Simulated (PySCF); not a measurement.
**Electron correlation in Sc (scandium, neutral)**

[Ar] 3d2 4s1, high-spin 4F determinant (an excited configuration). All numbers are calculated (PySCF 2.14, scalar relativity by spin-free X2C-1e, in x2c-TZVPPall). Frozen: [Ne]; 11 electrons correlated.

```tsv
level	correlation energy (mhartree)
CCSD	-239.84
(T)	-5.68
CCSD(T)	-245.52
```

Diagnostics: T1 = 0.019, D1 = 0.0587, largest double amplitude 0.036.

Cost of the coupled-cluster step: roughly 12 core-seconds, for 11 correlated electrons.

Iterations:

```
CC2 = 0
CCSD nocc = (np.int64(7), np.int64(4)), nmo = (59, 59)
frozen orbitals [[0, 1, 2, 3, 4], [0, 1, 2, 3, 4]]
max_cycle = 100
direct = 0
conv_tol = 1e-08
conv_tol_normt = 1e-06
diis_space = 8
diis_start_cycle = 0
Init t2, MP2 energy = -0.219838105660338
Init E_corr(UCCSD) = -0.219838105660726
cycle = 1  E_corr(UCCSD) = -0.234372935307266  dE = -0.0145348296  norm(t1,t2) = 0.0553214
cycle = 2  E_corr(UCCSD) = -0.23825633330512  dE = -0.003883398  norm(t1,t2) = 0.0210422
cycle = 3  E_corr(UCCSD) = -0.239858184222798  dE = -0.00160185092  norm(t1,t2) = 0.012601
cycle = 4  E_corr(UCCSD) = -0.239966120789468  dE = -0.000107936567  norm(t1,t2) = 0.00305797
cycle = 5  E_corr(UCCSD) = -0.239821618137644  dE = 0.000144502652  norm(t1,t2) = 0.00155343
cycle = 6  E_corr(UCCSD) = -0.239841280731343  dE = -1.96625937e-05  norm(t1,t2) = 0.00030431
cycle = 7  E_corr(UCCSD) = -0.239845380537265  dE = -4.09980592e-06  norm(t1,t2) = 8.59854e-05
cycle = 8  E_corr(UCCSD) = -0.239844313701788  dE = 1.06683548e-06  norm(t1,t2) = 1.66835e-05
cycle = 9  E_corr(UCCSD) = -0.239844441030695  dE = -1.27328906e-07  norm(t1,t2) = 3.04379e-06
cycle = 10  E_corr(UCCSD) = -0.239844426094515  dE = 1.49361799e-08  norm(t1,t2) = 9.26555e-07
cycle = 11  E_corr(UCCSD) = -0.239844419846526  dE = 6.24798852e-09  norm(t1,t2) = 3.45139e-07
UCCSD converged
E(UCCSD) = -763.4751611773975  E_corr = -0.2398444198465262
UCCSD(T) correction = -0.00568238600396541
```

This basis was not built for core-valence correlation, so the inner-shell part is incomplete.
